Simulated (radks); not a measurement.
Problem. Ionisation ladder of molybdenum, from Mo22+ to Mo34+. Each ion is in the ground configuration listed by NIST, and IE = E(next ion) - E(this ion). Method: Dirac Kohn-Sham, PBEsol, spin-unpolarised, spherical densities, finite nucleus; open shells fill j = l - 1/2 first; Fermi nuclear charge, rms radius 4.4091 fm; computed with a radial shooting solver on a logarithmic mesh with Libxc functionals.

species  configuration  IE, Delta-SCF (eV)  <r> HOMO (bohr)
Mo22+         [Ar] 3d2              1016.4            0.348
Mo23+         [Ar] 3d1              1082.2            0.343
Mo24+             [Ar]              1265.8            0.379
Mo25+     [Ne] 3s2 3p5              1326.2            0.376
Mo26+     [Ne] 3s2 3p4                   ?            0.372
Mo27+     [Ne] 3s2 3p3              1449.0            0.369
Mo28+     [Ne] 3s2 3p2              1537.7            0.359
Mo29+     [Ne] 3s2 3p1                   ?            0.355
Mo30+         [Ne] 3s2                   ?            0.368
Mo31+         [Ne] 3s1              1791.0            0.365
Mo32+             [Ne]                   ?            0.132
Mo33+     [He] 2s2 2p5              4435.4            0.131
Mo34+     [He] 2s2 2p4              4613.4            0.129

Estimate the withheld Delta-SCF values.

Solution. Mo26+: 1387.3 eV (NIST 1385); Mo29+: 1601.2 eV (NIST 1587); Mo30+: 1732.1 eV (NIST 1730); Mo32+: 4259.4 eV (NIST 4259).

Beside tabulated values, note that spin-unpolarised runs miss the spin-polarisation part of the exchange energy of open shells.
